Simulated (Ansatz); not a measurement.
PBE exchange is replaced step by step with exact exchange (0 % is PBE, 25 % PBE0; no dispersion term), basis def2-TZVP, Ansatz. System: the cluster Au₄. The state is a singlet with charge 0. Geometry: PBE-D4/def2-SVP, each spin state at its own.

The relaxed triplet has other bonds than the singlet, so its gap is one between isomers. The relaxed quintet has other bonds than the singlet, so its gap is one between isomers.

Geometry of the singlet:

| atom | x (Å) | y (Å) | z (Å) |
| --- | --- | --- | --- |
| Au1 | -1.013 | 0.816 | -0.280 |
| Au2 | 0.396 | 1.186 | 2.023 |
| Au3 | 1.013 | -0.815 | 0.279 |
| Au4 | -0.397 | -1.187 | -2.022 |

In the def2 sets Au takes a core potential; there is no spin–orbit coupling. At PBE-D4/def2-TZVP the gap within one spin of the charge 0 quintet nearly closes, so an electron or hole may be smeared out by delocalisation error. The structure comes from a short search, and lower isomers may exist.

| exact exchange (%) | HOMO (eV) | LUMO (eV) | gap (eV) | triplet − singlet (kJ/mol) | quintet − singlet (kJ/mol) |
| --- | --- | --- | --- | --- | --- |
| 0 | -5.64 | -4.67 | 0.97 | 64.4 | 275.3 |
| 10 | -5.81 | -4.33 | 1.48 | 66.5 | 287.9 |
| 15 | -5.90 | -4.17 | 1.73 | 67.4 | 294.7 |
| 25 | -6.06 | -3.83 | 2.23 | 68.9 | 309.0 |
| 35 | -6.22 | -3.48 | 2.74 | 70.2 | 324.5 |
| 50 | -6.46 | -2.97 | 3.49 | 71.9 | 349.8 |

Problem. Estimate the row for 5 %.

Solution. 
```tsv
exact exchange (%)	HOMO (eV)	LUMO (eV)	gap (eV)	triplet − singlet (kJ/mol)	quintet − singlet (kJ/mol)
5	-5.73	-4.50	1.23	65.5	281.5
```
